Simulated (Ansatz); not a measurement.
`O[SiH](O)S[SiH2]` radical, relaxed with UKS PBE0-D4/def2-TZVP in Ansatz from a GFN2-xTB geometry. The force threshold is 0.005 eV/Å; the program also tests the step.

The species carries charge 0 and has multiplicity 2.

Start:

```xyz
10

O    -0.820    0.472    1.451
Si   -0.085    1.017    0.121
O     0.961    2.171    0.563
S     1.048   -0.524   -0.862
Si   -0.430   -2.046   -1.173
H    -0.366    0.480    2.290
H    -1.160    1.462   -0.738
H     1.655    2.450   -0.027
H    -1.138   -2.315    0.068
H     0.335   -3.166   -1.692
```

Problem. By how much does the energy fall, and how many steps does the optimiser take? (An estimate is asked.)

Solution. Ansatz gave: 1.96 kcal/mol, in 11 steps, 1 of them rejected.

Problem. Which bonds change most? (Estimate.)

Solution. Computed: Si5–H9 from 1.455 to 1.490 Å; Si5–H10 from 1.453 to 1.487 Å; Si2–H7 from 1.446 to 1.475 Å; Si2–O3 from 1.619 to 1.635 Å.

Problem. Give the relaxed structure. (Best estimate.)

Solution. Computed: 
```xyz
10

O    -0.871    0.592    1.505
Si   -0.083    1.023    0.148
O     0.941    2.251    0.493
S     1.132   -0.548   -0.661
Si   -0.410   -1.945   -1.125
H    -0.349    0.293    2.252
H    -1.145    1.393   -0.807
H     1.660    2.430   -0.114
H    -1.135   -2.395    0.097
H     0.260   -3.095   -1.788
```
